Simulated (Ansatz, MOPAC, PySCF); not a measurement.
Dimer: HCl (SMILES Cl) (first 2 atoms) with C2H6O (SMILES COC); geometry from B3LYP-D3(BJ)/def2-TZVP.
(charge 0, multiplicity 1):
```csv
atom,x (Å),y (Å),z (Å)
Cl,-0.1740,-0.0281,0.4686
H,-0.2030,0.2287,1.7614
C,-1.0974,-0.5440,4.0340
O,-0.1811,0.3852,3.4728
C,1.1489,0.2048,3.9379
H,-1.1459,-0.4253,5.1209
H,-0.8084,-1.5732,3.7960
H,-2.0732,-0.3334,3.6017
H,1.1999,0.3561,5.0206
H,1.7671,0.9472,3.4378
H,1.5170,-0.7980,3.6960
```

Counterpoise-corrected where a basis set is named; no monomer relaxation. Rows marked so take none.

Rows in 6-31G* carry no dispersion term and start afresh at each structure (6-31G* with six Cartesian d functions). The state reached by PM6 isn't checked.

The values were computed with Ansatz (a quantum-chemistry and plane-wave program) with Gaussian orbitals; MOPAC for PM6 (differences of heats of formation); PySCF for 6-31G* rows. Values without a source in brackets are computed.

**Question.** One of these levels gives -297.1 meV for the interaction energy. Name it.
A. HF/aug-cc-pV(D+d)Z
B. BP86/6-31G* (no counterpoise)
C. B3LYP/6-31G*
D. PM6

**Answer.** C, B3LYP/6-31G*. The others give -333.7 (PM6), -159.4 (HF/aug-cc-pV(D+d)Z), -390.5 (BP86/6-31G* (no counterpoise))
